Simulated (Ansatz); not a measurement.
`C=C(Cl)I` + H₂ → `C=CI` + HCl  (hydrogenolysis of a C–Cl bond)

Isolated molecules relaxed with PBE0-D4/def2-TZVP in Ansatz; ΔE leaves out vibrations. CBS: MP2 limit from def2 TZ/QZ plus the TZ coupled-cluster correction, frozen cores. This one scheme is used for every species. Functionals use def2-TZVPP. Elements past krypton have def2 core potentials. For I outer-core shells are correlated without core-valence functions, which leaves a few kJ/mol of doubt a bond.

Task: Is it downhill or uphill in electronic energy at CCSD(T)/CBS, and by how much? (Best estimate.)

Result: Computed: Downhill: ΔE = -86.9 kJ/mol.

Task: What do these levels give: BLYP-D4, B97M-V, BLYP, CAM-B3LYP, CCSD/def2-SVP, SCS-MP2/def2-QZVPP? (Best estimate.)

Result: The calculation gave: BLYP-D4 -74.9, B97M-V -87.8, BLYP -87.5, CAM-B3LYP -95.9, CCSD/def2-SVP -101.9, SCS-MP2/def2-QZVPP -84.4 kJ/mol.

Largest T1 diagnostic among the species: 0.010.

The D4 term adds +9.8 kJ/mol with B3LYP and +5.0 kJ/mol with PBE0; it sums over pairs of atoms, weighted by their polarisabilities, and B3LYP, whose exchange is more repulsive, gets the larger term. From PBE to PBE0 (25 % exact exchange), in def2-TZVPP and without D4, ΔE moves by −9.1 kJ/mol.

B3LYP here is the variant with VWN-RPA as its local correlation; programs differ in this.
